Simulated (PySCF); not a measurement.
C2H4F2Si, SMILES [SiH2](C(F)=C)F. Geometry: PBE-D3(BJ)/def2-SVP. The structure was generated by enumeration, and PubChem lists no compound with its InChIKey, so it may never have been made. Other conformers were not sampled.

Computed equilibrium geometry at PBE-D3(BJ)/def2-SVP (PySCF confirms it by a frequency run) as a Z-matrix, and its point group (one conformer of several):
point group Cs.
```
C
C 1 1.3420
F 1 1.3610 2 121.01
H 2 1.0993 1 119.05 3 180.00
H 2 1.1015 4 119.29 1 180.00
Si 1 1.8860 2 125.72 4 0.00
F 6 1.6412 1 106.47 2 0.00
H 6 1.4991 7 109.13 4 -119.52
H 6 1.4991 8 110.60 7 120.07
```
